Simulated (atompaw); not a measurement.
Pd (Z = 46): one change to a PAW (atompaw) potential, before and after

atompaw 4.2.0.5 input, output lines left out:

```
Pd 46
GGA-PBESOL scalarrelativistic loggrid 1500 logderivrange -4 5 226
5 5 4 0 0 0
5 0 0
5 1 0
4 2 8
0 0 0
c
c
c
c
v
c
c
c
v
c
v
2
2.90 2.90 2.00 2.90
y
-0.6
n
y
1.1
n
y
-1.1
n
bloechl besselshape
bessel
```

All-electron outer shells of the reference configuration (PBEsol, scalar-relativistic, ld1.x):

```json
{"shell": "4p", "level (eV)": "-76.03", "outermost node (bohr)": "0.46", "outermost maximum (bohr)": "0.91"}
{"shell": "4d", "level (eV)": "-27.32", "outermost node (bohr)": "0.45", "outermost maximum (bohr)": "1.07"}
{"shell": "5s", "level (eV)": "-20.16", "outermost node (bohr)": "1.13", "outermost maximum (bohr)": "2.27"}
{"shell": "5p", "level (eV)": "-13.92", "outermost node (bohr)": "1.26", "outermost maximum (bohr)": "2.74"}
```

Change: all radii scaled by about 1.15 (s 2.60, p 3.34, d 3.34 bohr); local potential bessel scheme, radius 2.30 bohr; augmentation besselshape compensation charge, radius 3.34 bohr; PAW radius 3.34 bohr; waves and projectors: bloechl; core correction smooth core density matched at 3.34 bohr.

Cutoffs: the cutoffs (Ry, on a coarse ladder) from which the occupation-weighted sum of valence levels, in a spherical-Bessel basis at the reference potential, stays within 10 and 1 mRy of its value at 400 Ry; they do not see the model core or the augmentation charge, which bear on the density cutoff.

What does the change do?

The potential gets softer (25 Ry and 30 Ry → 18 Ry and 25 Ry); the bound ghost in s disappears. A larger radius leaves more room for a smooth pseudo-wave, so fewer plane waves are needed.

| quantity | base | changed |
| --- | --- | --- |
| cutoff, loose | 25 Ry | 18 Ry |
| cutoff, tight | 30 Ry | 25 Ry |
| bound ghosts | s | none |
| lowest overlap eigenvalue by channel | s 0.01, p 0.61, d 0.95 | s 0.41, p 0.62, d 0.86 |

 A true bound ghost makes a file unfit for plane-wave use even where its test errors are small: the radial tests pick states by their node count and pass the ghost by. The cutoffs see the waves, projectors and local potential, not the compensation charge or the core.
